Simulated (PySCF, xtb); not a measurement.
C₅H₅FO, SMILES O=C1CCC=C1F.

GFN2-xTB run with xtb 6.7.1 at its own geometry gives an orbital gap of 3.07 eV and a dipole moment of 5.26 D.

Geometry optimised at PBE0-D3(BJ)/def2-SVP. The values are those of a single conformer.

Q: What does PySCF with PBE/def2-TZVP give? (Estimate from the structure and the level; the computed values follow.)

A: gap 3.28 eV (levels -5.78 and -2.51 eV), dipole 4.17 D.
